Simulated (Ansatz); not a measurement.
Reaction (formal exchange of groups at the Al–Si bond): `[CH3][AlH][SiH2]Cl` + `N=C(O)CO` → `[CH3][AlH][OH]` + `N=C(O)C[SiH2]Cl`

Program: Ansatz. Geometries: PBE0-D4/def2-TZVP. ΔE: electronic, gas phase. CCSD(T)/CBS is the MP2 limit (def2-TZVPP, def2-QZVPP) plus CCSD(T) − MP2 in def2-TZVPP, frozen cores. Functionals use def2-TZVPP. One conformer a species, not always the lowest.

Q: Is it downhill or uphill in electronic energy at CCSD(T)/CBS, and by how much? (Estimate.)

A: Ansatz gave: Downhill: ΔE = -57.8 kcal/mol.

Q: What do these levels give: r2SCAN-D4, PBE0-D4, ωB97X-V, B2PLYP, r2SCAN, PBE0, HF/def2-TZVPP, SCS-MP2/def2-TZVPP, MP2/def2-QZVPP, HF/CBS(def2), MP2/CBS(def2), CCSD/CBS(def2)? (An estimate is asked.)

A: Ansatz gave: r2SCAN-D4 -56.9, PBE0-D4 -53.0, ωB97X-V -55.3, B2PLYP -58.0, r2SCAN -56.8, PBE0 -52.6, HF/def2-TZVPP -56.0, SCS-MP2/def2-TZVPP -59.9, MP2/def2-QZVPP -62.3, HF/CBS(def2) -56.5, MP2/CBS(def2) -62.5, CCSD/CBS(def2) -57.8 kcal/mol.

Largest T1 diagnostic among the species: 0.013.

From PBE to PBE0 (25 % exact exchange), in def2-TZVPP and without D4, ΔE moves by −1.2 kcal/mol. In def2-TZVPP, CCSD(T) changes the Hartree–Fock value by −1.0 kcal/mol (the triples alone add −0.0 kcal/mol) and MP2 by −5.7 kcal/mol.
